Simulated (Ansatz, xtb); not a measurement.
Ranking isomers of C3HF2NS

3 gas-phase structures of C3HF2NS, from a drawn sample of its isomers (lower ones may exist). Each was relaxed with GFN2-xTB:

A. `Fc1csc(F)n1`, a singlet
B. `Fc1ncsc1F`, a singlet
C. `Fc1cnc(F)s1`, a singlet

**Question.** Estimate their order in r2SCAN-D4/def2-SVP energy at these geometries, lowest first.

**Answer.** Calculated order at r2SCAN-D4/def2-SVP: A (0.0), C (8.1), B (10.6) kcal/mol.

Energies above the lowest of each column, in kcal/mol; the last columns are at PBE0-D3(BJ)/def2-SVP geometries:

| structure | GFN2-xTB | HF/STO-3G | r2SCAN-D4/def2-SVP | PBE0-D3(BJ)/def2-SVP | CCSD(T)/def2-SVP + ΔMP2/def2-TZVPP |
| --- | --- | --- | --- | --- | --- |
| A | 0.0 | 0.0 | 0.0 | 0.0 | 0.0 |
| C | 3.1 | 2.7 | 8.1 | 8.2 | 7.8 |
| B | 5.8 | 6.8 | 10.6 | 10.4 | 9.6 |

Every level run on A puts it lowest or level with the lowest. ΔMP2 is the change of the MP2 energy from the smaller to the larger basis.

Programs: Ansatz 0.2.0, xtb 6.7.1.
